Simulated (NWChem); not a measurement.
System: SiPH4, doublet; SMILES [SiH2]P

```xyz
6

Si    -0.0571     1.1511     0.0000
P      0.0790    -1.1150     0.0000
H      0.6633     1.6595     1.2075
H      0.6633     1.6595    -1.2075
H     -0.8555    -1.3548     1.0466
H     -0.8555    -1.3548    -1.0466
```
Atoms are numbered in this order, from 1.

Program: NWChem. Spin-unrestricted. Medium grid unless said otherwise, to which SCAN and Minnesota functionals are sensitive. In the optimisation the excess spin sits in a' (Cs, its own frame). The geometry was optimised at B3LYP/6-31G* (spherical d), spin-unrestricted. No stability test was run on the SCF state.

For level MN15-L/def2-TZVP:

* **highest occupied level (eV)**: -5.32
* **lowest empty minus highest occupied level, either spin (eV)**: 2.29
* **dipole (D)**: 0.82

Problem. Estimate the same quantities for level M06/def2-TZVP.

Solution. The highest occupied level (eV) is -5.68 and the lowest empty minus highest occupied level, either spin (eV) is 2.79. The dipole (D) is 0.68.
